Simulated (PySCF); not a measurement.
Input of a run (PBE0-D3(BJ)/def2-SVP geometry optimisation, gas phase, def2 core potentials past Kr (PySCF 2.14.0)), started from GFN2-xTB:
```
{"job": {"xc": "PBE0", "basis": "def2-SVP", "d3": "d3bj", "grid": 1, "maxiter": 30, "shake": 0.01, "kind": "geom"}, "charge": 0, "multiplicity": 1}
O     -1.416090     0.415150    -0.513190
Si    -0.594370    -0.732070     0.238550
Bi     1.923040    -0.125030     0.349960
H     -1.083000     1.339960    -0.562750
H     -0.913220    -1.911090    -0.566980
H     -1.188070    -0.907420     1.565390
H      1.860570     0.353810    -1.357490
H      1.466280     1.547550     0.794040
```

Output (energies in Eh, forces in Eh/bohr):
```
step   0  E = -582.01070655  max force = 0.064364
step   1  E = -582.01783568  max force = 0.013927
step   2  E = -582.01890949  max force = 0.006325
step   3  E = -582.01927107  max force = 0.001901
step   4  E = -582.01930928  max force = 0.000615
step   5  E = -582.01932542  max force = 0.000635
step   6  E = -582.01934134  max force = 0.000972
step   7  E = -582.01936320  max force = 0.001091
step   8  E = -582.01938185  max force = 0.000878
step   9  E = -582.01939197  max force = 0.000293
optimisation converged
```

Problem. Summarise the run.

Solution. The energy falls by 22.8 kJ/mol over 10 energy and gradient evaluations, the largest force component goes from 0.0644 to 2.9e-04 Eh/bohr, and the atoms move by 0.118 Å rms after alignment. The bond that changes most is Si2–Bi3 (ends: oxygen-bound silicon; bismuth bonded to Si and 2 H), which lengthens by 0.083 Å. Bonds longer at the end by more than 0.005 Å: 6 of 7; shorter: 1. Among the angles that change most is Si2–O1–H4, from 121.6° to 115.6°. Among the dihedrals that turn most is H4–O1–Si2–H6, from 100° to 81°. The energy never rose by more than 1e-6 Eh on the way. The first step brought 82 % of the lowering.

Problem. What are the final bond lengths?

Solution. O1–Si2 1.668 Å, Si2–Bi3 2.675 Å, O1–H4 0.962 Å, Si2–H5 1.491 Å, Si2–H6 1.500 Å, Bi3–H7 1.796 Å, Bi3–H8 1.801 Å. Numbering counts from 1 in the input's order; the species is `[BiH2][SiH2]O`.

The run used 83 basis functions and 65 SCF cycles in all. Time: 40 s; peak memory 0.38 GiB. Hardware: one thread of an Intel Xeon Platinum 8259CL at 2.50 GHz, no GPU, on a shared host.

No frequency check. One conformer, not necessarily the lowest.
